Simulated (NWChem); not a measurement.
All runs are NWChem calculations. System: BeF2, charge 0, spin multiplicity 1, at a geometry optimised with B3LYP/def2-SVP. The structure started from a generated list of species. Level: BLYP/def2-TZVP.

Input file:

```
start mol
memory heap 200 mb stack 900 mb global 1100 mb
geometry units angstroms nocenter noautoz
  Be     0.000000     0.000000     0.000000
  F      0.000000     0.000000     1.386504
  F      0.000000     0.000000    -1.386504
  symmetry group D2h
end
basis spherical
  * library def2-tzvp
end
dft
  xc becke88 lyp
  semidirect memsize 60000000 filesize 0
  iterations 100
end
task dft energy
```

Part of the output:

```
             Northwest Computational Chemistry Package (NWChem) 7.3.0
             --------------------------------------------------------

                                NWChem Input Module
                                -------------------

 Scaling coordinates for geometry "geometry" by  1.889725989
 (inverse scale =  0.529177249)

 Turning off AUTOSYM since
 SYMMETRY directive was detected!

                             Geometry "geometry" -> ""
                             -------------------------

 Output coordinates in angstroms (scale by  1.889725989 to convert to a.u.)

  No.       Tag          Charge          X              Y              Z
 ---- ---------------- ---------- -------------- -------------- --------------
    1 Be                   4.0000     0.00000000     0.00000000     0.00000000
    2 F                    9.0000     0.00000000     0.00000000     1.38650400
    3 F                    9.0000     0.00000000     0.00000000    -1.38650400

 Effective nuclear repulsion energy (a.u.)      42.9370852969

            Nuclear Dipole moment (a.u.)
            ----------------------------
        X                 Y               Z
 ---------------- ---------------- ----------------
     0.0000000000     0.0000000000     0.0000000000

      Symmetry information
      --------------------

 Group name             D2h
 Group number             26
 Group order               8
 No. of unique centers     2

      Symmetry unique atoms

     1    2


 Summary of "ao basis" -> "" (spherical)
 ------------------------------------------------------------------------------
       Tag                 Description            Shells   Functions and Types
 ---------------- ------------------------------  ------  ---------------------
 *                         def2-tzvp                  on all atoms

                                 NWChem DFT Module
                                 -----------------

 Summary of "ao basis" -> "ao basis" (spherical)
 ------------------------------------------------------------------------------
       Tag                 Description            Shells   Functions and Types
 ---------------- ------------------------------  ------  ---------------------
 Be                        def2-tzvp                 9       19   5s3p1d
 F                         def2-tzvp                11       31   5s3p2d1f

 Summary of "ao basis" -> "ao basis" (spherical)
 ------------------------------------------------------------------------------
       Tag                 Description            Shells   Functions and Types
 ---------------- ------------------------------  ------  ---------------------
 Be                        def2-tzvp                 9       19   5s3p1d
 F                         def2-tzvp                11       31   5s3p2d1f

      Symmetry analysis of basis
      --------------------------

        ag         21
        au          3
        b1g         4
        b1u        17
        b2g         8
        b2u        10
        b3g         8
        b3u        10

            General Information
            -------------------
          SCF calculation type: DFT
          Wavefunction type:  closed shell.
          No. of atoms     :     3
          No. of electrons :    22
           Alpha electrons :    11
            Beta electrons :    11
          Charge           :     0
          Spin multiplicity:     1
          Use of symmetry is: on ; symmetry adaption is: on
          Maximum number of iterations: 100
          AO basis - number of functions:    81
                     number of shells:    31
          Convergence on energy requested:  1.00D-06
          Convergence on density requested:  1.00D-05
          Convergence on gradient requested:  5.00D-04

              XC Information
              --------------
                    Becke 1988 Exchange Functional  1.000
              Lee-Yang-Parr Correlation Functional  1.000

             Grid Information
             ----------------
          Grid used for XC integration:  medium
          Radial quadrature: Mura-Knowles
          Angular quadrature: Lebedev.
          Tag              B.-S. Rad. Rad. Pts. Rad. Cut. Ang. Pts.
          ---              ---------- --------- --------- ---------
          Be                  1.05       49           8.0       434
          F                   0.50       49           8.0       434
          Grid pruning is: on
          Number of quadrature shells:    98
          Spatial weights used:  Erf1

          Convergence Information
          -----------------------
          Convergence aids based upon iterative change in
          total energy or number of iterations.
          Levelshifting, if invoked, occurs when the
          HOMO/LUMO gap drops below (HL_TOL):  1.00D-02
          DIIS, if invoked, will attempt to extrapolate
          using up to (NFOCK): 10 stored Fock matrices.

                    Damping( 0%)  Levelshifting(0.5)       DIIS
                  --------------- ------------------- ---------------
          dE  on:    start            ASAP                start
          dE off:    2 iters        100 iters           100 iters

      Screening Tolerance Information
      -------------------------------
          Density screening/tol_rho:  1.00D-10
          AO Gaussian exp screening on grid/accAOfunc:  14
          CD Gaussian exp screening on grid/accCDfunc:  20
          XC Gaussian exp screening on grid/accXCfunc:  20
          Schwarz screening/accCoul:  1.00D-08

      Superposition of Atomic Density Guess
      -------------------------------------

 Sum of atomic energies:        -213.40873661

      Non-variational initial energy
      ------------------------------

 Total energy =    -213.574531
 1-e energy   =    -381.915140
 2-e energy   =     125.403524
 HOMO         =      -0.684648
 LUMO         =      -0.078090

      Symmetry analysis of molecular orbitals - initial
      -------------------------------------------------

 !! scf_movecs_sym_adapt:   50 vectors were symmetry contaminated

  Symmetry fudging

 !! scf_movecs_sym_adapt:   50 vectors were symmetry contaminated

  Numbering of irreducible representations:

     1 ag          2 au          3 b1g         4 b1u         5 b2g
     6 b2u         7 b3g         8 b3u

  Orbital symmetries:

     1 ag          2 b1u         3 ag          4 ag          5 b1u
     6 ag          7 b1u         8 b2u         9 b3u        10 b3g
    11 b2g        12 ag         13 b2u        14 b3u        15 ag
    16 b1u        17 b2u        18 b3u        19 b1g        20 ag
    21 ag

------------------------------------------------------------
EAF file 0: "./mol.aoints.0" size=524288 bytes
------------------------------------------------------------
               write      read    awrite     aread      wait
               -----      ----    ------     -----      ----
     calls:        1         0         0         0         0
   data(b): 5.24e+05  0.00e+00  0.00e+00  0.00e+00
   time(s): 0.00e+00  0.00e+00  0.00e+00  0.00e+00  0.00e+00
rate(mb/s): 0.00e+00  0.00e+00
------------------------------------------------------------

 !! scf_movecs_sym_adapt:   36 vectors were symmetry contaminated

  Symmetry fudging

 !! scf_movecs_sym_adapt:   36 vectors were symmetry contaminated

   convergence    iter        energy       DeltaE   RMS-Dens  Diis-err    time
 ---------------- ----- ----------------- --------- --------- ---------  ------
 d= 0,ls=0.0,diis     1   -214.5571334767 -2.57D+02  1.60D-02  1.11D+00     0.8

 !! scf_movecs_sym_adapt:   36 vectors were symmetry contaminated

  Symmetry fudging

 !! scf_movecs_sym_adapt:   36 vectors were symmetry contaminated

 d= 0,ls=0.0,diis     2   -214.2477777889  3.09D-01  8.57D-03  5.34D+00     0.9

 !! scf_movecs_sym_adapt:   36 vectors were symmetry contaminated

  Symmetry fudging

 !! scf_movecs_sym_adapt:   36 vectors were symmetry contaminated

 d= 0,ls=0.0,diis     3   -214.6706085069 -4.23D-01  8.56D-04  8.19D-03     1.0

 !! scf_movecs_sym_adapt:   36 vectors were symmetry contaminated

  Symmetry fudging

 !! scf_movecs_sym_adapt:   36 vectors were symmetry contaminated

 d= 0,ls=0.0,diis     4   -214.6709633388 -3.55D-04  3.38D-04  1.17D-03     1.1

 !! scf_movecs_sym_adapt:   36 vectors were symmetry contaminated

  Symmetry fudging

 !! scf_movecs_sym_adapt:   36 vectors were symmetry contaminated

 d= 0,ls=0.0,diis     5   -214.6710679008 -1.05D-04  3.21D-05  2.99D-05     1.1

 !! scf_movecs_sym_adapt:   36 vectors were symmetry contaminated

  Symmetry fudging

 !! scf_movecs_sym_adapt:   36 vectors were symmetry contaminated

  Resetting Diis
 d= 0,ls=0.0,diis     6   -214.6710704278 -2.53D-06  2.74D-06  1.48D-07     1.2

 !! scf_movecs_sym_adapt:   36 vectors were symmetry contaminated

  Symmetry fudging

 !! scf_movecs_sym_adapt:   36 vectors were symmetry contaminated

 d= 0,ls=0.0,diis     7   -214.6710704371 -9.37D-09  7.45D-07  2.85D-09     1.3

         Total DFT energy =     -214.671070437131
      One electron energy =     -384.343122587024
           Coulomb energy =      150.627792309122
    Exchange-Corr. energy =      -23.892825456110
 Nuclear repulsion energy =       42.937085296881

 Numeric. integr. density =       21.999999724458

     Total iterative time =      0.9s

                  Occupations of the irreducible representations
                  ----------------------------------------------

                     irrep           alpha         beta
                     --------     --------     --------
                     ag                4.0          4.0
                     au                0.0          0.0
                     b1g               0.0          0.0
                     b1u               3.0          3.0
                     b2g               1.0          1.0
                     b2u               1.0          1.0
                     b3g               1.0          1.0
                     b3u               1.0          1.0

                       DFT Final Molecular Orbital Analysis
                       ------------------------------------

 Vector    9  Occ=2.000000D+00  E=-3.765733D-01  Symmetry=b2u
              MO Center=  1.5D-30, -6.1D-16, -1.5D-16, r^2= 2.3D+00
   Bfn.  Coefficient  Atom+Function         Bfn.  Coefficient  Atom+Function
  ----- ------------  ---------------      ----- ------------  ---------------
    26      0.333527  2 F  py                57      0.333527  3 F  py
    29      0.266397  2 F  py                60      0.266397  3 F  py
     7     -0.183968  1 Be py                32      0.174453  2 F  py
    63      0.174453  3 F  py                13      0.032779  1 Be py

 Vector   10  Occ=2.000000D+00  E=-3.536688D-01  Symmetry=b2g
              MO Center=  1.7D-16,  1.5D-31,  5.3D-17, r^2= 2.4D+00
   Bfn.  Coefficient  Atom+Function         Bfn.  Coefficient  Atom+Function
  ----- ------------  ---------------      ----- ------------  ---------------
    25      0.356760  2 F  px                56     -0.356760  3 F  px
    28      0.282426  2 F  px                59     -0.282426  3 F  px
    31      0.185952  2 F  px                62     -0.185952  3 F  px
    18     -0.066010  1 Be d  1

 Vector   11  Occ=2.000000D+00  E=-3.536688D-01  Symmetry=b3g
              MO Center=  3.8D-32,  2.7D-16, -4.8D-17, r^2= 2.4D+00
   Bfn.  Coefficient  Atom+Function         Bfn.  Coefficient  Atom+Function
  ----- ------------  ---------------      ----- ------------  ---------------
    26      0.356760  2 F  py                57     -0.356760  3 F  py
    29      0.282426  2 F  py                60     -0.282426  3 F  py
    32      0.185952  2 F  py                63     -0.185952  3 F  py
    16      0.066010  1 Be d -1

 Vector   12  Occ=0.000000D+00  E=-5.414342D-02  Symmetry=ag
              MO Center=  2.4D-14, -1.3D-13, -1.2D-14, r^2= 5.7D+00
   Bfn.  Coefficient  Atom+Function         Bfn.  Coefficient  Atom+Function
  ----- ------------  ---------------      ----- ------------  ---------------
     5      0.890234  1 Be s                 23     -0.152380  2 F  s
    54     -0.152380  3 F  s                 17     -0.148748  1 Be d  0
     3      0.132221  1 Be s                  2     -0.091389  1 Be s
    30      0.089185  2 F  pz                61     -0.089185  3 F  pz
    27      0.085923  2 F  pz                58     -0.085923  3 F  pz

 Vector   13  Occ=0.000000D+00  E= 9.570940D-03  Symmetry=b2u
              MO Center=  2.4D-29,  1.3D-13, -5.7D-17, r^2= 4.0D+00
   Bfn.  Coefficient  Atom+Function         Bfn.  Coefficient  Atom+Function
  ----- ------------  ---------------      ----- ------------  ---------------
    13      0.757763  1 Be py                 7     -0.477911  1 Be py
    32     -0.187232  2 F  py                63     -0.187232  3 F  py
    26     -0.174212  2 F  py                57     -0.174212  3 F  py
    29     -0.132073  2 F  py                60     -0.132073  3 F  py
    10      0.028400  1 Be py

 Vector   14  Occ=0.000000D+00  E= 9.570940D-03  Symmetry=b3u
              MO Center= -2.2D-14, -4.1D-30,  2.0D-17, r^2= 4.0D+00
   Bfn.  Coefficient  Atom+Function         Bfn.  Coefficient  Atom+Function
  ----- ------------  ---------------      ----- ------------  ---------------
    12      0.757763  1 Be px                 6     -0.477911  1 Be px
    31     -0.187232  2 F  px                62     -0.187232  3 F  px
    25     -0.174212  2 F  px                56     -0.174212  3 F  px
    28     -0.132073  2 F  px                59     -0.132073  3 F  px
     9      0.028400  1 Be px

 center of mass
 --------------
 x =   0.00000000 y =   0.00000000 z =   0.00000000

 moments of inertia (a.u.)
 ------------------
         260.847661802334           0.000000000000           0.000000000000
           0.000000000000         260.847661802334           0.000000000000
           0.000000000000           0.000000000000           0.000000000000

     Multipole analysis of the density
     ---------------------------------

     L   x y z        total         alpha         beta         nuclear
     -   - - -        -----         -----         ----         -------
     0   0 0 0     -0.000000    -11.000000    -11.000000     22.000000

     1   1 0 0     -0.000000     -0.000000     -0.000000      0.000000
     1   0 1 0     -0.000000     -0.000000     -0.000000      0.000000
     1   0 0 1      0.000000      0.000000      0.000000      0.000000

     2   2 0 0     -9.824959     -4.912479     -4.912479      0.000000
     2   1 1 0     -0.000000     -0.000000     -0.000000      0.000000
     2   1 0 1      0.000000      0.000000      0.000000      0.000000
     2   0 2 0     -9.824959     -4.912479     -4.912479      0.000000
     2   0 1 1      0.000000      0.000000      0.000000      0.000000
     2   0 0 2    -15.391578    -69.480701    -69.480701    123.569825

 Task  times  cpu:        1.3s     wall:        1.3s

 Total times  cpu:        1.3s     wall:        1.3s
```
